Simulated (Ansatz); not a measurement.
Input file for Ansatz (a first-principles code): R-wB97M-V/def2-TZVPP on LiBe+, 2S+1 = 1, a spin state set in the input, which need not be the lowest, a point of a bond scan (R = 2.611 Å). Charge +1.

Ansatz 0.2 input:
```yaml
crystal:
  periodic: [false, false, false]
  atoms:
    - {symbol: Li, position_ang: [0.00000000, 0.00000000, 0.00000000]}
    - {symbol: Be, position_ang: [0.00000000, 0.00000000, 2.61143300]}
basis:
  gaussian:
    orbitals: def2-TZVPP
    pivot_positions_ang: [[0.00000000, 0.00000000, 0.00000000], [0.00000000, 0.00000000, 2.61143300]]
hamiltonian:
  xc: {name: wB97M-V}
total_charge: 1
output: {forces: true, orbitals: {seedname: ./end}}
```

It printed:

```
WARN ansatz: RAYON_NUM_THREADS=2 ignored (pool sized by the plan → 2); use --threads N
Functional definition: wB97M-V
integrals: 0.02 GiB planned
286 factors; their error is unknown
integrals: 0.05 GiB planned
151 factors; integrals over basis functions are off by at most 2.0e-5 eV
mean field: 0.11 GiB planned
mean field evaluation 1: about -597.5107 eV, gradient 3.9e0 eV
mean field evaluation 2: about -597.5766 eV, gradient 6.1e-1 eV
mean field evaluation 4: about -597.5786 eV, gradient 1.1e-1 eV
mean field evaluation 8: about -597.5745 eV, gradient 1.3e-3 eV
mean field -597.57451494 eV, -21.9604583735 hartree, gradient 2.7e-5 eV, S^2 0.000000; 0 other end points of the search recorded, 0 dependent functions left out
the calculation of the forces begins
reference -597.57456331 eV, -21.9604601512 hartree; 3, 3 occupied and 35, 35 virtual orbitals, 286 factors
Total energy: -597.57456331 eV, -21.9604601512 hartree
Atom 0 at     0.000000     0.000000     0.000000 Å, force    -0.000000     0.000000     0.011823 eV/Å
Atom 1 at     0.000000     0.000000     2.611433 Å, force    -0.000000     0.000000    -0.011823 eV/Å
Dipole moment:     0.000000    -0.000000    -0.712203 e Å
```

The run converged.

Cost: about 1.6 core-seconds (a rough figure).
